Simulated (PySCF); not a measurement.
PySCF 2.14 output of an unrestricted HSE06 calculation on a single atom or ion in aug-cc-pVTZ-DK, with scalar relativity by spin-free X2C-1e:

```
SCF conv_tol = 1e-09
number electrons alpha = 20  beta = 18
    J. Heyd, G. E. Scuseria, and M. Ernzerhof.,  J. Chem. Phys. 118, 8207 (2003)
    J. Heyd, G. E. Scuseria, and M. Ernzerhof.,  J. Chem. Phys. 124, 219906 (2006)
    A. V. Krukau, O. A. Vydrov, A. F. Izmaylov, and G. E. Scuseria.,  J. Chem. Phys. 125, 224106 (2006)
cycle= 1 E= -3596.84193749161  delta_E= -0.00595  |g|= 0.0266  |ddm|= 0.826
cycle= 2 E= -3596.84204265312  delta_E= -0.000105  |g|= 0.00576  |ddm|= 0.203
cycle= 3 E= -3596.84204645449  delta_E= -3.8e-06  |g|= 0.000672  |ddm|= 0.0294
cycle= 4 E= -3596.84204661198  delta_E= -1.57e-07  |g|= 0.000156  |ddm|= 0.00819
cycle= 5 E= -3596.84204662149  delta_E= -9.5e-09  |g|= 4.69e-06  |ddm|= 0.00221
cycle= 6 E= -3596.84204662152  delta_E= -3.59e-11  |g|= 3.73e-07  |ddm|= 2.77e-05
converged SCF energy = -3596.84204662152  <S^2> = 2.0007884  2S+1 = 3.0005255
```

The run itself started from symmetry-adapted Hartree-Fock orbitals and held the occupation by maximum overlap, on a logarithmic radial grid, so the iterations belong to that start.

Q: Which element, charge and spin multiplicity is this?

A: Zr²⁺ (zirconium, charge +2), multiplicity 3; the state was [Kr] 4d1 5p1, one real determinant (an excited configuration).

⟨L²⟩ = 8.02 against 12 for a pure F term, so this real determinant mixes terms.
